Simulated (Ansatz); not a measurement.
A nudged elastic band was laid between two geometries of ClF3H2NTa + H2 (10 atoms, charge 0, multiplicity 1).

Computed with Ansatz, RKS BHLYP-D4/def2-SVP.

- movable images: 7
- climbing image: yes
- spring: 5.0 eV/Å²
- optimiser: quadratic models (default)
- start path: through a guess of the saddle point
- force threshold: 0.03 eV/Å
- iteration limit: 60
- end points: relaxed

Image 0:

```xyz
10
Properties=species:S:1:pos:R:3
Ta -0.013 -0.359 0.131
N 1.923 -0.217 0.056
H 2.513 -0.188 0.875
H 2.444 -0.206 -0.809
F 0.205 -0.391 1.999
F 0.061 -0.434 -1.747
Cl -1.211 1.615 0.158
F -0.835 -2.035 0.181
H 1.543 3.100 -1.363
H 2.129 2.717 -1.086
```

Image 8:

```xyz
10
Properties=species:S:1:pos:R:3
Ta -0.087 0.448 -0.100
N 2.214 0.161 -0.216
H 2.445 -0.769 0.118
H 2.552 0.252 -1.167
F 0.313 1.117 1.614
F -0.017 -0.132 -1.890
Cl -2.293 1.101 -0.125
F 0.242 -1.330 0.502
H 0.682 1.915 -0.696
H 2.708 0.838 0.354
```

What changes between the two ends?

Bonds broken: H9–H10. Bonds formed: Ta1–H9, N2–H10. ClF3H2NTa + H2 becomes ClF3H4NTa.

Give the energies along the band, and the barrier.

The run converged. The highest image is number 4 of 0 to 8, 26.9 kcal/mol above the first end and 34.1 kcal/mol above the last; the last end lies 7.2 kcal/mol below the first. A vibrational analysis at the climbing image gives one clearly imaginary mode, 1441i cm⁻¹: a first-order saddle point. The orbitals stay closed-shell, which can raise the energy where a bond breaks towards radicals; this wasn't checked here.

```tsv
image	path coordinate (Å)	energy (kcal/mol)	H9–H10 (Å)	Ta1–H9 (Å)	N2–H10 (Å)
0	0.00	0.0	0.75	4.08	3.15
1	0.99	-0.1	0.75	3.92	3.05
2	1.98	2.5	0.75	3.21	2.70
3	2.97	5.5	0.76	2.47	2.35
4	3.96	26.9	1.03	1.96	1.34
5	4.75	4.3	1.73	1.81	1.02
6	5.54	-5.6	2.14	1.76	1.01
7	6.32	-6.9	2.35	1.76	1.01
8	7.11	-7.2	2.52	1.76	1.01
```

What is the geometry of the highest image?


```xyz
10
Properties=species:S:1:pos:R:3
Ta 0.093 0.194 -0.110
N 2.190 0.014 -0.179
H 2.758 -0.059 0.653
H 2.688 -0.233 -1.022
F 0.510 0.389 1.708
F 0.356 0.003 -1.957
Cl -1.804 1.525 -0.172
F -0.772 -1.450 0.100
H 0.971 1.936 -0.332
H 1.769 1.281 -0.295
```

What are the harmonic wavenumbers there?

1441i, 106, 118, 151, 189, 197, 230, 279, 394, 464, 576, 647, 660, 694, 696, 727, 727, 1152, 1541, 1547, 1786, 1936, 3642, 3762 cm⁻¹.

The band took 18 iterations and of the order of 21 core-minutes.

Time of the run: 5.6 min on 4 threads of AMD EPYC 7R43 64-Core Processor (Zen 3), with other jobs on the host, peak memory 0.37 GiB.
